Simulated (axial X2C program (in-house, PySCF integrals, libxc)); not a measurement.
**Worked dissociation energy of TiSi: CCSD, scalar-relativistic**

All values were computed with an in-house relativistic program for diatomic molecules. Spin-free means the one-electron spin-free X2C Hamiltonian. Basis: Ti dyall-cv3z [10s10p6d4f2g], Si dyall-v3z [8s7p2d1f] (cores contracted in-house); Gaussian nuclei, density fitting, unrestricted open shells. Masses: Ti 47.948 u, Si 27.977 u.

Molecular state: M_S = 2, Λ = 2 (beyond evenly filled blocks: σα, π+α, π-α, δ+α).

Correlated methods: 8 electrons correlated (number of frozen shells: Ti 3 s, 2 p; Si 2 s, 1 p), 252 virtual spin orbitals or spinors in MP2, 90 natural virtuals in coupled cluster.

* E(Ti) (2M_S = 2, M_L = 2): -852.813541 hartree
* E(Si) (2M_S = 2, M_L = 0): -289.538076 hartree
* E(TiSi) at Re: -1142.405162 hartree
* ωe: 321.7 cm⁻¹
* ωexe: 1.79 cm⁻¹

Task: Work out De and D0.

Result: De = -852.813541 + (-289.538076) − (-1142.405162) = 0.05355 hartree = 1.457 eV. The zero-point energy is ωe/2 − ωexe/4 = 160 cm⁻¹ = 0.020 eV, so D0 = 1.437 eV.

Occupations by symmetry block were frozen at the best pattern of an incomplete PBE0 search. Dissociation energies refer to the lowest single-determinant-based atoms at the same level and basis. CCSD ran in a truncated set of natural virtual spinors with an MP2 remainder; without triples it tends to underbind. Other states lie close and PBE0, whose exact exchange favours high spin, may order them wrongly; the determinant shown need not be the ground state. The nearest other spin-free determinant of the search, M_S = 1, Λ = 3, lies 0.55 eV up at the distance of the search. The outer-core s and p shells of the metal are frozen in the correlated rows, which leaves out core–valence correlation; for alkali and alkaline-earth bonds that tends to lengthen them. The T1 diagnostic is large, a sign of multireference character.

Each atomic determinant is the lowest at this level and need not be a pure term. Totals compare only within one Hamiltonian and basis.
